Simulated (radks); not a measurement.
Results of a calculation; reference values are marked as such.
Mean orbital radii <r> (bohr) of the iron ion Fe2+, [Ar] 3d6, at several levels of relativity; Dirac values are averaged over j with weights 2j + 1. Spin-unpolarised spherical Kohn-Sham, PBEsol, point nucleus unless stated (finite: rms radius 3.7377 fm), a radial shooting solver on a logarithmic mesh with Libxc functionals. A level marked "c x" has the speed of light scaled by that factor and shares open shells by 2j + 1; other Dirac levels either fill j = l - 1/2 first or share by 2j + 1.

| shell | non-rel. | Dirac, 2j+1 shares | Dirac, low j first | Dirac, c x 0.85 | change of magnitude, last against first (%) |
|---|---|---|---|---|---|
| 1s | 0.05918 | 0.05849 | 0.05849 | 0.05822 | -1.62 |
| 2s | 0.2703 | 0.2670 | 0.2670 | 0.2657 | -1.71 |
| 2p | 0.2368 | 0.2356 | 0.2356 | 0.2351 | -0.74 |
| 3s | 0.8210 | 0.8120 | 0.8121 | 0.8086 | -1.51 |
| 3p | 0.8621 | 0.8585 | 0.8587 | 0.8572 | -0.57 |
| 3d | 1.074 | 1.079 | 1.080 | 1.081 | +0.69 |
| 4s (empty) | 2.525 | 2.500 | 2.500 | 2.490 | -1.37 |
| 4p (empty) | 3.008 | 2.997 | 2.998 | 2.993 | -0.51 |
